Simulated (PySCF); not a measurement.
A GIAO shielding run with PySCF 2.14.0 with density-fitted response routines (density fitting, non-relativistic, gas phase) on SMILES O[Si@H]1SC[SiH2][Si]1([SiH3])[SiH3], CH$_{12}$OSSi$_{5}$:

```
$ OMP_NUM_THREADS=1 python probes_run.py task.json out

{"job": {"kind": "nmr", "xc": "PBE0", "basis": "pcSseg-1"}, "charge": 0, "multiplicity": 1}
O     -0.546404    -2.475284     1.492158
Si     0.430443    -1.175307     1.440782
S      2.251716    -1.758944     0.419088
C      2.721925    -0.158407    -0.325453
Si     1.345711     0.615262    -1.416471
Si    -0.569831     0.303106    -0.070793
Si    -1.258543     2.293537     0.945548
Si    -2.322656    -0.769480    -1.207784
H     -0.204337    -3.353609     1.640946
H      0.859084    -0.866666     2.807964
H      3.618702    -0.375936    -0.901168
H      3.007063     0.504063     0.491737
H      1.801324     1.987126    -1.677210
H      1.385370    -0.093987    -2.700901
H     -1.899782     2.105951     2.248740
H     -2.235186     2.969326     0.090301
H     -0.166329     3.246178     1.156695
H     -3.204421    -1.518172    -0.312556
H     -1.861934    -1.699216    -2.241667
H     -3.157062     0.231137    -1.882994
```

Hardware: 1 thread of an Arm Neoverse N1, shared host. The job also computes population analyses, field gradients, ring-centre shieldings.

Problem. How large is the calculation?

Solution. 112 electrons, 238 basis functions and 1382 auxiliary functions.

Problem. How long does it take, and how much memory does it need?

Solution. 2.2 min of wall time, with 13 SCF cycles and 5 response iterations; peak memory 1.1 GiB. Times on a shared host scatter by some tens of per cent.
